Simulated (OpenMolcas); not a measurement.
## Ni7+: CASPT2 settings compared

```yaml
Program: OpenMolcas 26.06
Basis: ANO-RCC-VDZP [5s4p2d1f]
Scalar_Hamiltonian: DKH2, point nucleus
Active_space: 3 electrons in 10 orbitals (3d 4d)
State_averaging: 2S+1 = 4 even, 10 roots; 2S+1 = 2 even, 9 roots
Spin-orbit_coupling: RASSI with atomic mean-field integrals over the reference wave functions, term energies averaged over their components
```

Methods on the same reference wave functions:
A. CASSCF
B. SS-CASPT2, IPEA 0.3 Eh, no level shift (closed shells correlated: 2s 2p 3s 3p)
C. SS-CASPT2, IPEA 0.1 Eh, sigma1 regulariser 0.05 Eh (closed shells correlated: 3s 3p)
D. XMS-CASPT2, IPEA 0.15 Eh, imaginary shift 0.2 Eh (closed shells correlated: 3s 3p)

Energies in cm-1 above 3d3 4F 3/2, the measured ground level; measured values from Corliss and Sugar, J. Phys. Chem. Ref. Data 10, 197 (1981).

| Level | A | B | C | D | Measured |
| --- | --- | --- | --- | --- | --- |
| 3d3 4F 3/2 | 0.0 | 0.0 | 0.0 | 0.0 | 0.0 |
| 3d3 4F 5/2 | 892 | 892 | 892 | 892 | 1012 |
| 3d3 4F 7/2 | 2113 | 2110 | 2110 | 2110 | 2184 |
| 3d3 4F 9/2 | 3638 | 3630 | 3630 | 3630 | 3721 |
| 3d3 4P 1/2 | 27949 | 24170 | 24220 | 24590 | 23261 |
| 3d3 4P 3/2 | 28488 | 24710 | 24750 | 25130 | 23710 |
| 3d3 2G 7/2 | 28812 | 26880 | 26680 | 27670 |  |

Deviations, from unrounded energies. A percentage is the sum of absolute deviations over the sum of measured energies, with the sign that they share, or ± where signs differ.

```tsv
Against measurement	Levels	A	B	C	D
mean absolute deviation (cm-1)	5	1900	440	460	610
fine structure of the ground term (%)	3	-4.0	-4.1	-4.1	-4.1
other terms of the ground configuration (%)	2	+20.2	+4.1	+4.3	+5.9
```

B, C lie about equally close to measurement and A furthest from it. The largest miss of B in the table is 3d3 4P 3/2, by +1000 cm-1. The ranking rests on the paired levels alone, and a cruder setting can come out closer through cancelling errors.

Among B to D the level of the table that moves most is 3d3 2G 7/2, by 980 cm-1 (lowest in C, highest in D). Moves below CASPT2's spread within the term are not significant.

The mean deviations of B to D differ by less than CASPT2's widest spread within a term (580 cm-1), so their order carries little weight.

From A to B the spin-free energies of the other terms of 3d3 shown, above 4F, scale by factors of 0.86 to 0.93, as is usual when dynamic correlation screens the repulsion within a d or f shell.

The lowest spin-free term lies below A's lowest term by 0.225 hartree in B, 0.210 hartree in C, 0.214 hartree in D.

CASPT2 does not keep the components of a term degenerate, so their means are used; among the terms shown or strongly mixed into the levels shown the widest spread is 580 cm-1 (3d3 4F, C). Active for correlation alone: 4d; no level in the range computed is led by a configuration that fills it, so any true level of that kind is missing. The basis is small and was not contracted for so high a charge. Without dynamic correlation excited terms often stand tens of per cent too high (terms of higher spin than the ground term too low), and those without a measured partner can miss by more than the paired ones (holds for A). Computed and measured levels are paired by configuration, term and J; levels that our copy of the source lacks, or whose pairing is in doubt (as where it misses far off the trend of its configuration), stay unpaired and out of the deviations. Only configurations of the active space appear. Levels that lie high or do not pair safely by name in every column are left out.
